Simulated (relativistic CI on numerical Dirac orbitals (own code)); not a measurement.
One change at a time: Tl⁶²⁺

Base calculation: Dirac-Coulomb-Breit CI, KLI orbitals optimised for each configuration, model QED, unscaled Slater integrals.

CI space (outside the closed core [Ne]): 3s2 3p6 3d, 3s2 3p5 3d2, 3s 3p6 3d2, 3s2 3p6 4s, 3s2 3p6 4p, 3s2 3p6 4d, 3s2 3p5 3d 4s, 3s2 3p6 4f, 3s2 3p5 3d 4p, 3s2 3p5 3d 4d, 3s 3p6 3d 4s, 3s2 3p5 3d 4f, 3p6 3d2 4p, 3s 3p6 3d 4p, 3s2 3p6 5s, 3s 3p6 3d 4d, 3s2 3p6 5p, 3s 3p6 3d 4f, 3s2 3p6 5d, 3s2 3p6 5f, 3s2 3p6 5g, 3p6 3d3, 3p5 3d4, 3p5 3d3 4s, 3p6 3d2 4s, 3p5 3d2 4s2, 3p6 3d2 4d, 3p5 3d3 4d, 3p5 3d2 4s 4d. Double excitations out of closed p, d and f shells are left out; levels of such configurations are missing from the list, as are those of other unlisted configurations, and high levels can miss mixing partners. These lack a partner that the ground configuration has and come out too high: 3s2 3p5 3d 4p, 3s2 3p5 3d 4f.

Variants: (1) configuration mixing switched off. Shifts of the energy above 3s2 3p6 3d 2D_3/2, in eV, for the lowest level and the first level of each name with at least 55 % of one term (blank where a level changes its place among those of its configuration and J or its character, or is not in the variant):

| Level | Base | Δ(1) |
| --- | --- | --- |
| 3s2 3p6 3d 2D_3/2 | 0.00 | 0.00 |
| 3s2 3p6 3d 2D_5/2 | 118.15 | +0.02 |
| 3s2 3p5 3d2 4D°_1/2 | 289.11 | -1.07 |
| 3s2 3p5 3d2 4G°_9/2 | 401.65 | -0.92 |
| 3s2 3p5 3d2 2H°_11/2 | 413.96 | -0.87 |
| 3s2 3p5 3d2 2G°_9/2 | 434.13 | -1.02 |
| 3s2 3p5 3d2 2F°_5/2 | 463.56 | -0.69 |
| 3s2 3p5 3d2 2P°_1/2 | 470.80 | -0.99 |
| 3s2 3p5 3d2 4G°_11/2 | 519.48 | -0.87 |
| 3s 3p6 3d2 4F_3/2 | 1076.86 | -0.69 |
| 3s 3p6 3d2 4F_7/2 | 1191.50 | -0.71 |
| 3s 3p6 3d2 4P_3/2 | 1203.88 | -0.68 |
| 3s 3p6 3d2 2G_9/2 | 1210.14 | -0.69 |
| 3s 3p6 3d2 2F_5/2 | 1213.86 | -0.80 |

At this charge energies of transitions that change n are usually good to better than 1 %, and those within a shell (Δn = 0) to a few per cent.

Ionisation energy from the two ground configurations alone: base 6714.34 eV. The NIST ASD value (theoretical) is 6714 eV.

LS names give the leading component of a level, which can be under half, so a name can repeat, a term be missing and a line seem to break the LS rules.
